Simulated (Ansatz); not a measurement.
Reaction (formal exchange of groups at a Te–C bond): `C=C(C)[TeH]` + `[SiH3]C(Cl)Cl` → `[SiH3]C(Cl)(Cl)[TeH]` + propene

Calculated with Ansatz (gas phase, PBE0-D4/def2-TZVP geometries, no zero-point term in ΔE). CCSD(T)/CBS adds triple-zeta CCSD(T) − MP2 to the extrapolated MP2 energy (def2 sets, frozen cores). def2 core potentials past Kr. For Te outer-core shells are correlated without core-valence functions, which leaves a few kJ/mol of doubt a bond.

| species | CCSD/CBS(def2) energy (Eh) |
| --- | --- |
| `C=C(C)[TeH]` | -385.42832 |
| `[SiH3]C(Cl)Cl` | -1249.04758 |
| `[SiH3]C(Cl)(Cl)[TeH]` | -1516.74805 |
| `C=CC` | -117.72384 |

Q: Work out ΔE.

A: ΔE = (-1516.74805) + (-117.72384) − (-385.42832) − (-1249.04758) = 0.00401 Eh = +10.5 kJ/mol. CCSD(T)/CBS gives +8.1 kJ/mol.

Largest T1 diagnostic among the species: 0.011.

In def2-TZVPP, CCSD(T) changes the Hartree–Fock value by −11.3 kJ/mol (the triples alone add −2.5 kJ/mol) and MP2 by −15.3 kJ/mol. The D4 term adds −7.3 kJ/mol with B3LYP and −3.8 kJ/mol with PBE0; it sums over pairs of atoms, weighted by their polarisabilities, and B3LYP, whose exchange is more repulsive, gets the larger term.

B3LYP here is the variant with VWN-RPA as its local correlation; programs differ in this.
